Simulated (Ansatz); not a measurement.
## Ansatz (development build ahead of 0.2.0) run

```yaml
crystal:
  periodic: [false, false, false]
  atoms:
    - { symbol: Si, position_ang: [0.0, 0.0, 0.0] }
    - { symbol: Se, position_ang: [0.0, 0.0, 4.12] }
basis:
  gaussian: { orbitals: def2-SVP }
magnetization:
  spin_polarized: true
hamiltonian:
  xc: pbe0
scf:
  omitted_lower_state_checks: [starts, atomic_configurations, cluster_reference, orbital_swaps, given_window_search, neighbouring_geometries, increment]
output:
  forces: true
```

The input is written out in the form of the current development build from the run's settings.

Results

```yaml
Converged: yes
Total_energy: -2690.07266 hartree
Spin_squared_of_the_determinant: 1.793
Stability_test: minimum
```

Forces (eV/Å):
| atom | Fx | Fy | Fz |
| --- | --- | --- | --- |
| Si1 | 0.000 | 0.000 | 0.479 |
| Se2 | 0.000 | 0.000 | -0.479 |

Caution: the unrestricted determinant is a mixture of spin states.
